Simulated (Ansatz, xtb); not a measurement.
## Two isomers of C5H6ClNO

Structure X is `COc1cc[nH]c1Cl`, a singlet and structure Y is `COc1cc(Cl)c[nH]1`, a singlet. Both are isolated molecules in the gas phase, relaxed with B3LYP/def2-SVP; the shapes shown needn't be the lowest conformers.

X (Å):

```xyz
14

C    -2.0435    0.5584    0.4606
C    -0.5992   -1.2940    0.5942
C     0.4769   -0.7507   -0.1749
C     1.4719   -1.7133   -0.2247
C    -0.2130   -2.5688    0.9816
Cl   -1.0543   -3.7412    1.9202
N     1.0449   -2.8075    0.4771
O    -1.7913   -0.7455    0.9269
H    -3.0429    0.8390    0.8203
H    -2.0346    0.6093   -0.6444
H    -1.3067    1.2850    0.8513
H     0.5213    0.2309   -0.6397
H     2.4460   -1.6951   -0.7070
H     1.5553   -3.6690    0.6177
```

Y (Å):

```xyz
14

C    -2.0473    0.5422    0.0528
C    -0.3297   -1.0491   -0.0210
C    -0.1823   -1.3242    1.3288
C     0.8609   -2.3015    1.4045
C     1.3069   -2.5861    0.1341
Cl    1.4628   -3.0108    2.8685
N     0.5600   -1.8033   -0.7315
O    -1.1400   -0.2250   -0.7121
H    -1.5161    1.2063    0.7579
H    -2.6248    1.1517   -0.6545
H    -2.7365   -0.1044    0.6249
H    -0.7332   -0.8972    2.1607
H     2.0773   -3.2662   -0.2155
H     0.6426   -1.7767   -1.7394
```

Quicker runs give these differences E(Y) − E(X): GFN2-xTB −17.3 kJ/mol; HF/STO-3G −26.2 kJ/mol (at GFN2-xTB geometries); r2SCAN-D4/def2-SVP −19.2 kJ/mol (at GFN2-xTB geometries).

Estimate E(Y) − E(X) at the level CCSD(T)/def2-SVP + ΔMP2/def2-TZVPP.

Calculated at CCSD(T)/def2-SVP + ΔMP2/def2-TZVPP: E(Y) − E(X) = −17.9 kJ/mol, so structure Y lies lower.

How the difference moves with the method:

| level | geometry | E(Y) − E(X) (kJ/mol) | departure from the last row (kJ/mol) | job, with rough time for the two |
| --- | --- | --- | --- | --- |
| GFN2-xTB | GFN2-xTB | −17.3 | +0.6 | optimisation, 0.12 s |
| HF/STO-3G | GFN2-xTB | −26.2 | −8.3 | single point, 0.68 s |
| r2SCAN-D4/def2-SVP | GFN2-xTB | −19.2 | −1.3 | single point, 8.4 s |
| B3LYP/def2-SVP | B3LYP/def2-SVP | −19.7 | −1.8 | optimisation, 57 s |
| HF/def2-SVP | B3LYP/def2-SVP | −30.1 | −12.2 | part of the CCSD(T) run |
| MP2/def2-SVP | B3LYP/def2-SVP | −18.9 | −1.0 | part of the CCSD(T) run |
| CCSD(T)/def2-SVP | B3LYP/def2-SVP | −20.1 | −2.2 | single point |
| CCSD(T)/def2-SVP + ΔMP2/def2-TZVPP | B3LYP/def2-SVP | −17.9 |  | single point, 3.1 min |

As drawn, both hold the same kinds of bond in the same numbers.

None of the levels shown reverses the order. The largest departure from CCSD(T)/def2-SVP + ΔMP2/def2-TZVPP is that of HF/def2-SVP, 12.2 kJ/mol. The last row adds to CCSD(T) the change of the MP2 difference between the two basis sets, here +2.2 kJ/mol.

With thermal terms from frequencies at re-optimised GFN2-xTB minima (ideal gas, soft modes damped towards free rotors, one conformer each, 298.15 K, 1 atm): the zero-point term adds +0.1 kJ/mol; ΔH is −17.8 and ΔG −17.7 kJ/mol.

The correlated steps freeze 12 core orbitals. Run with Ansatz 0.2.0, xtb 6.7.1; the last row on 2 threads of Arm Neoverse V2 on a shared host.
